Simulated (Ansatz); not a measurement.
C$_{4}$H$_{9}$Al (`[CH3][AlH][CH]1CC1`), relaxed with RKS PBE0-D4/def2-TZVP in Ansatz 0.2.0 from a PBE-D4/def2-SVP geometry. The force threshold is 0.005 eV/Å; the program also tests the step.

The species carries charge 0 and has multiplicity 1.

Start:

```xyz
14

C    -1.976    0.264    1.039
Al   -0.083   -0.041    1.488
C     1.219   -0.187    0.042
C     0.834   -0.857   -1.284
C     1.015    0.627   -1.245
H    -2.228    0.009   -0.012
H    -2.232    1.338    1.180
H    -2.661   -0.304    1.703
H     0.383   -0.127    3.024
H     2.282   -0.325    0.311
H     1.604   -1.462   -1.788
H    -0.188   -1.258   -1.403
H     1.911    1.056   -1.722
H     0.121    1.267   -1.333
```

```
         step  energy (eV)  largest force (eV/Å)  largest move (Å)
            1  -10884.4128                 0.590             0.000
            2  -10884.4647                 0.165             0.030
            3  -10884.4699                 0.016             0.021
            4  -10884.4701                 0.007             0.015
 5 (rejected)  -10884.4696                 0.147             0.096
 6 (rejected)  -10884.4653                 0.219             0.023
            7  -10884.4702                 0.003             0.011
 8 (rejected)  -10884.4697                 0.161             0.098
            9  -10884.4704                 0.010             0.038
           10  -10884.4706                 0.062             0.049
           11  -10884.4707                 0.033             0.013
           12  -10884.4709                 0.009             0.018
           13  -10884.4710                 0.022             0.037
           14  -10884.4710                 0.034             0.035
           15  -10884.4711                 0.020             0.008
           16  -10884.4712                 0.005             0.019
           17  -10884.4712                 0.009             0.024
           18  -10884.4712                 0.009             0.023
19 (rejected)  -10884.4712                 0.017             0.018
           20  -10884.4712                 0.006             0.009
           21  -10884.4712                 0.003             0.005
```

End:

```xyz
14

C    -1.958    0.282    1.023
Al   -0.072    0.021    1.468
C     1.216   -0.168    0.042
C     0.811   -0.871   -1.246
C     1.016    0.596   -1.258
H    -2.154    0.301   -0.052
H    -2.331    1.221    1.446
H    -2.573   -0.513    1.458
H     0.385   -0.033    2.994
H     2.262   -0.312    0.297
H     1.555   -1.493   -1.729
H    -0.202   -1.249   -1.336
H     1.901    0.982   -1.750
H     0.145    1.236   -1.357
```

It took 80 s on 4 threads of an Arm Neoverse V1 on a shared host, with 0.6 GiB of host memory at the peak.
